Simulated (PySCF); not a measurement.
## Correlation energy of O⁻ (oxygen, charge -1)

[He] 2s2 2p5, 2P determinant. All numbers are calculated (PySCF 2.14, no relativity, point nucleus, in aug-cc-pwCVDZ). Frozen: nothing; 9 electrons correlated.

| level | correlation energy (mhartree) |
| --- | --- |
| CCSD | -222.29 |
| (T) | -6.05 |
| CCSD(T) | -228.34 |
| CCSDT | -228.96 |

Diagnostics: T1 = 0.022, D1 = 0.0491, largest double amplitude 0.052.

Cost of the coupled-cluster step: roughly 0.8 core-seconds, for 9 correlated electrons.
